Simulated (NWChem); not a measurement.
System: C3H6Ge; SMILES C=C=[CH][GeH3]

The following NWChem deck was run.

```
start job
memory heap 200 mb stack 900 mb global 1100 mb
geometry units angstroms noautosym nocenter noautoz
  C      0.452279    -2.902790     0.000976
  C     -0.221011    -1.769252     0.000180
  C     -0.858370    -0.617542    -0.000671
  Ge     0.093305     1.093139    -0.002173
  H      0.741652    -3.396513     0.944022
  H      0.741300    -3.398022    -0.941396
  H     -1.964292    -0.602427    -0.000515
  H     -0.300578     1.913579    -1.259569
  H     -0.296769     1.913839     1.256259
  H      1.614397     0.813688    -0.004342
end
basis spherical
  C library 6-31g*
  Ge library 6-31g*
  H library 6-31g*
end
dft
  xc xcamb88 1.00 lyp 0.81 vwn_5 0.19 hfexch 1.00
  cam 0.33 cam_alpha 0.19 cam_beta 0.46
  iterations 150
end
property
  efieldgrad
end
task dft property
```

The geometry was optimised at PBE-D3(BJ)/def2-SVP.

Vzz is the largest principal value of the second derivative of the potential at the nucleus (NWChem prints the opposite sign); η is the asymmetry. Non-relativistic.

Atoms are numbered as in the input.

Q: Give the results of this calculation. (CAM-B3LYP/6-31G* (spherical d).) Quantities: Vzz Ge4 (a.u.); η Ge4.

A: 
```json
{
 "Vzz Ge4 (a.u.)": "0.340",
 "η Ge4": "0.20"
}
```
